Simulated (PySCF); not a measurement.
Ligands exchanged one at a time, In Cl-SH. All species are isolated molecules in the gas phase. One relaxed conformer stands for each flexible species; it need not be the lowest. Strings in code marks are SMILES.

The LUMO from two functionals at the same geometries (PBE0-D4/def2-TZVP), both in PySCF: PBE-D3(BJ)/def2-TZVP and B3LYP-D3(BJ)/def2-TZVP. B3LYP has the VWN-RPA correlation part, as in Gaussian. 

```tsv
species	PBE-D3(BJ)/def2-TZVP (eV)
0 of 3 Cl replaced by SH	-3.76
1 of 3 Cl replaced by SH (`[SH][In]([Cl])[Cl]` (H–S–In–Cl torsion 0°))	-3.32
2 of 3 Cl replaced by SH	-2.92
3 of 3 Cl replaced by SH (`[SH][In]([SH])[SH]`)	-2.56
```

Q: What does B3LYP-D3(BJ)/def2-TZVP give for each?

A: 
- 0 of 3 Cl replaced by SH: -3.20
- 1 of 3 Cl replaced by SH (`[SH][In]([Cl])[Cl]` (H–S–In–Cl torsion 0°)): -2.76
- 2 of 3 Cl replaced by SH: -2.36
- 3 of 3 Cl replaced by SH (`[SH][In]([SH])[SH]`): -2.00
Over these rows, drawn at random from the members with no instability flagged (it was tested for open shells, ions and some series alone), PBE minus B3LYP-D3(BJ): mean -0.56 eV, from -0.56 eV to -0.56 eV.
